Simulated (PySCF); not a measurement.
The multiplicity is imposed and other spin states were not computed.

Cartesian coordinates (Å):
```xyz
5

Zn     0.0600    -0.0889    -0.0785
Cl     2.0103     0.4130     0.5147
N     -1.5513    -0.6835    -0.6459
H     -1.9765    -0.1526    -1.4061
H     -2.2655    -0.7827     0.0758
```
Charge 0, multiplicity 1.

### Question
Give the dipole moment, HOMO–LUMO gap, charge on the central atom (meta-Löwdin), LUMO and HOMO at the level PBE-D3(BJ)/def2-TZVP // r2SCAN-D4/def2-SVP (PySCF).

### Answer

```json
{
  "dipole_moment": "2.39 D",
  "HOMO–LUMO gap": "4.26 eV",
  "charge on the central atom (meta-Löwdin)": "1.14 e",
  "LUMO": "-1.80 eV",
  "HOMO": "-6.06 eV"
}
```
